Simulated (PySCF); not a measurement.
**²⁹Si chemical shifts**

One averaged value for each set of equivalent atoms, relativity neglected, single conformer, in vacuum. PBE0/pcSseg-1 with gauge-including orbitals; coordinates at the GFN2-xTB level; PySCF.

Shieldings were converted by a linear fit to measured shifts: ²⁹Si: δ = 279.94 − 0.822σ (rms 8.9 ppm, 72 shifts, 25.8 ppm with the 6 outliers that the fit left out vs TMS, solution or neat liquid). A few per cent of atoms miss by over 2 rms, more outside the fitted compound classes.

Problem. Give the ²⁹Si shifts of `C[SiH2]C1=C(C)CC1`, `O=C(O)C#CC[SiH2]N([SiH3])[SiH3]`, `O=C(C#CCN([SiH3])[SiH3])[SiH2]O`, `O=C(O)C#C[SiH2]CN([SiH3])[SiH3]`, `FC(F)[C@]1(F)[SiH2][Si@@H](F)[SiH2]1`.

Solution. 
| compound | environment | δ (ppm) |
| --- | --- | --- |
| C[SiH2]C1=C(C)CC1 | silicon bonded to 2 C, 2 H | -63.1 |
| [O:1]=[C:2]([OH:3])[C:4]#[C:5][CH2:6][SiH2:7][N:8]([SiH3:9])[SiH3:10] | Si7: silicon bonded to C, N, 2 H | -28.3 |
| [O:1]=[C:2]([OH:3])[C:4]#[C:5][CH2:6][SiH2:7][N:8]([SiH3:9])[SiH3:10] | Si9/10: silicon bonded to N, 3 H (×2) | -44.8 |
| [O:1]=[C:2]([C:3]#[C:4][CH2:5][N:6]([SiH3:7])[SiH3:8])[SiH2:9][OH:10] | Si7/8: silicon bonded to N, 3 H (×2) | -43.1 |
| [O:1]=[C:2]([C:3]#[C:4][CH2:5][N:6]([SiH3:7])[SiH3:8])[SiH2:9][OH:10] | Si9: silicon bonded to C, O, 2 H | -43.3 |
| [O:1]=[C:2]([OH:3])[C:4]#[C:5][SiH2:6][CH2:7][N:8]([SiH3:9])[SiH3:10] | Si9/10: silicon bonded to N, 3 H (×2) | -42.3 |
| [O:1]=[C:2]([OH:3])[C:4]#[C:5][SiH2:6][CH2:7][N:8]([SiH3:9])[SiH3:10] | Si6: silicon bonded to 2 C, 2 H | -75.7 |
| [F:1][CH:2]([F:3])[C@:4]1([F:5])[SiH2:6][Si@@H:7]([F:8])[SiH2:9]1 | Si7: silicon bonded to F, 2 Si, H, in a 4-membered ring | 26.6 |
| [F:1][CH:2]([F:3])[C@:4]1([F:5])[SiH2:6][Si@@H:7]([F:8])[SiH2:9]1 | Si6/9: silicon bonded to C, Si, 2 H, in a 4-membered ring (×2) | -46.5 |

Problem. Order these by ²⁹Si shift, lowest first.
A. O=C1CC=C[SiH2]1
B. C[C@@H](F)[SiH2]C=O
C. C1C[SiH](C2CC2)C1

Solution. A (-73.5 ppm, silicon bonded to 2 C, 2 H, in a 5-membered ring), B (-55.2 ppm, silicon bonded to 2 C, 2 H), C (1.3 ppm, silicon bonded to 3 C, H, in a 4-membered ring).
